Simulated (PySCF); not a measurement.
## `C1C[C@H](C#[C-])[C@H]1OC`, [C7H9O]-, charge -1

Geometry:
| atom | x (Å) | y (Å) | z (Å) |
| --- | --- | --- | --- |
| C1 | -0.420 | -1.837 | -2.669 |
| C2 | -0.538 | -0.979 | -1.795 |
| C3 | -0.647 | 0.048 | -0.753 |
| C4 | -1.921 | 0.085 | 0.154 |
| C5 | -1.025 | 0.270 | 1.383 |
| C6 | 0.188 | -0.148 | 0.552 |
| O7 | 1.338 | 0.668 | 0.755 |
| C8 | 2.360 | 0.330 | -0.141 |
| H9 | -0.452 | 1.068 | -1.139 |
| H10 | -2.648 | 0.878 | -0.039 |
| H11 | -2.436 | -0.876 | 0.154 |
| H12 | -0.937 | 1.314 | 1.685 |
| H13 | -1.250 | -0.337 | 2.265 |
| H14 | 0.465 | -1.204 | 0.699 |
| H15 | 3.145 | 1.082 | -0.037 |
| H16 | 1.996 | 0.311 | -1.173 |
| H17 | 2.773 | -0.663 | 0.089 |

Total charge -1.

Level of theory: PySCF 2.14.0, TDDFT PBE0/aug-cc-pVDZ circular dichroism and optical rotation, one conformer, gas phase. Geometry: GFN2-xTB.

The molecule is flexible and this is one conformer; a measurement averages over conformers. For a gas-phase anion, states above the detachment energy (about 1.2 eV, taken as minus the energy of the highest occupied orbital) lie in the continuum and depend on the basis.

(1) Draw the ECD and absorption spectra from the lowest 12 states, each a Gaussian of half-width 0.25 eV at 1/e height.

Results:

(1) 
| E (eV) | λ (nm) | Δε (L mol⁻¹ cm⁻¹) | ε (L mol⁻¹ cm⁻¹) |
| --- | --- | --- | --- |
| 2.60 | 477 | -0.03 | 17.2 |
| 2.75 | 451 | -0.20 | 141 |
| 2.90 | 428 | -0.68 | 584 |
| 3.05 | 407 | -1.06 | 1270 |
| 3.20 | 387 | -0.70 | 1630 |
| 3.35 | 370 | -0.01 | 1580 |
| 3.50 | 354 | +1.03 | 1830 |
| 3.65 | 340 | +2.74 | 2510 |

Δε uses R in velocity form, ε uses f in length form. Only the states computed contribute, so the short-wavelength end is incomplete.
